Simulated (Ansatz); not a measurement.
Saddle point of SnSiNH9, closed shell (SnSiH₆ ([SiH3][SnH3]) + NH₃ → SnNH₅ ([NH2][SnH3]) + SiH₄; bonds formed: Sn1–N7, Si2–H6; bonds broken: Sn1–Si2, H6–N7), PBE0-D4/def2-TZVP structure:

```
atom    x (Å)    y (Å)    z (Å)
 Sn1  -1.1747   0.4745  -1.0705
 Si2   0.5514  -1.2782   1.3531
  H3  -0.9509  -1.0109  -1.8434
  H4  -2.1458   0.5222   0.3111
  H5  -1.6491   1.6825  -2.1907
  H6   0.9144   0.3645   0.2258
  N7   0.7640   1.2375  -0.5625
  H8   0.3254  -0.9491   2.8040
  H9   1.7370  -2.2028   1.3800
 H10  -0.5917  -2.2187   1.0534
 H11   1.4482   1.2128  -1.3155
 H12   0.7719   2.1658  -0.1446
```

Energies are electronic, without zero-point energy. Barriers and step energies count from the start structure reached by relaxing down the imaginary mode; all methods use the PBE0-D4 structures, on which another method's saddle can fall below an end. Program: Ansatz 0.2.0. Basis: def2-TZVPP, with def2-QZVPP for the basis limit. Cores are frozen in the correlated methods. Filled d shells of the heavier atoms are correlated. Core potentials replace the inner electrons of the atoms past krypton. The def2 sets are not built for correlating such inner shells, so the correlated values are less sure here. B3LYP uses VWN-RPA correlation. Extrapolation: Hartree–Fock as exp(−7.88 √X), correlation as X^−2.97.

```json
{"method": "SPW92", "barrier (kJ/mol)": "154.5", "step energy (kJ/mol)": "71.7"}
{"method": "PBE-D4", "barrier (kJ/mol)": "172.8", "step energy (kJ/mol)": "64.0"}
{"method": "BLYP-D4", "barrier (kJ/mol)": "180.3", "step energy (kJ/mol)": "52.2"}
{"method": "r2SCAN-D4", "barrier (kJ/mol)": "188.6", "step energy (kJ/mol)": "58.3"}
{"method": "B97M-V", "barrier (kJ/mol)": "193.3", "step energy (kJ/mol)": "55.3"}
{"method": "PBE0-D4", "barrier (kJ/mol)": "190.3", "step energy (kJ/mol)": "64.4"}
{"method": "B3LYP-D4", "barrier (kJ/mol)": "194.8", "step energy (kJ/mol)": "53.8"}
{"method": "r2SCAN0-D4", "barrier (kJ/mol)": "200.5", "step energy (kJ/mol)": "60.6"}
{"method": "BHLYP-D4", "barrier (kJ/mol)": "214.3", "step energy (kJ/mol)": "53.8"}
{"method": "CAM-B3LYP-D4", "barrier (kJ/mol)": "?", "step energy (kJ/mol)": "49.7"}
{"method": "wB97X-V", "barrier (kJ/mol)": "208.0", "step energy (kJ/mol)": "51.6"}
{"method": "wB97M-V", "barrier (kJ/mol)": "204.0", "step energy (kJ/mol)": "55.0"}
{"method": "B2PLYP", "barrier (kJ/mol)": "202.8", "step energy (kJ/mol)": "47.9"}
{"method": "PBE-QIDH", "barrier (kJ/mol)": "?", "step energy (kJ/mol)": "57.5"}
{"method": "RPA on PBE", "barrier (kJ/mol)": "203.2", "step energy (kJ/mol)": "42.1"}
{"method": "HF", "barrier (kJ/mol)": "249.2", "step energy (kJ/mol)": "37.9"}
{"method": "MP2", "barrier (kJ/mol)": "?", "step energy (kJ/mol)": "48.8"}
{"method": "CCSD", "barrier (kJ/mol)": "214.5", "step energy (kJ/mol)": "48.8"}
{"method": "CCSD(T)", "barrier (kJ/mol)": "205.4", "step energy (kJ/mol)": "49.4"}
```

(1) Fill in the withheld barriers. (An estimate is asked for; the value comes from the calculation.)

No T1 diagnostic of these runs exceeds 0.014.

## Answers

(1) Computed: CAM-B3LYP-D4 202.5; MP2 207.0; PBE-QIDH 204.6 kJ/mol. Each is the energy of the saddle less that of the start structure, by the same method.

For comparison, the barrier by CCSD(T) at an estimated basis limit (MP2 extrapolated from triple and quadruple zeta, plus CCSD(T) − MP2 in triple zeta) is 204.9 kJ/mol.

Labels in which every atom is bracketed show which atoms are joined, not bond orders.

For scale, one of the runs: CCSD(T)/def2-TZVPP, 249 basis functions, launched by `ansatz run in.yaml --threads 8 --pin off --events-out ev --progress --plain --max-ram 19148MiB`. Hardware: 8 CPU threads of an AMD EPYC 9R45, shared host. Wall time 25 s; peak host memory 5.5 GiB.
